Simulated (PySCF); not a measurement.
Ge(H)2(F)(OMe) (CH₅FGeO), SMILES C[O][GeH2][F].

Coordinates come from a ωB97X-D3(BJ)/def2-SVP optimisation. This is a generated structure with no PubChem entry under its InChIKey; it may be hypothetical. One conformer was computed; it need not be the lowest.

All values below come from TDA-PBE/def2-SVPD (PySCF).

Vertical excitations. The molecule is in vacuum.

### Question
Give excitation energies, oscillator strengths and character. (An estimate is asked for; the answer gives what the named calculation found.)

### Answer

```csv
state,energy (eV),λ (nm),f,main pairs
S1,6.30,197,0.019,HOMO→LUMO 91 %
S2,6.50,191,0.002,"HOMO→LUMO+1 80 %, HOMO→LUMO+2 18 %"
S3,6.62,187,0.012,"HOMO→LUMO+2 75 %, HOMO→LUMO+1 19 %"
S4,6.82,182,0.006,HOMO−1→LUMO 92 %
S5,7.17,173,0.010,"HOMO−1→LUMO+2 53 %, HOMO−1→LUMO+1 44 %"
S6,7.33,169,0.045,"HOMO→LUMO+3 44 %, HOMO−1→LUMO+2 28 %, HOMO−1→LUMO+1 24 %"
S7,7.49,165,0.053,"HOMO→LUMO+3 55 %, HOMO−1→LUMO+1 20 %, HOMO−1→LUMO+2 16 %"
S8,7.80,159,0.003,HOMO−2→LUMO 95 %
S9,7.84,158,0.023,HOMO→LUMO+4 97 %
S10,8.01,155,0.004,HOMO−2→LUMO+1 92 %
T1,5.96,208,0,HOMO→LUMO 99 %
T2,6.12,203,0,HOMO→LUMO+1 98 %
T3,6.45,192,0,HOMO→LUMO+2 97 %
T4,6.61,187,0,HOMO−1→LUMO 90 %
```
Triplets are in the Tamm–Dancoff approximation.
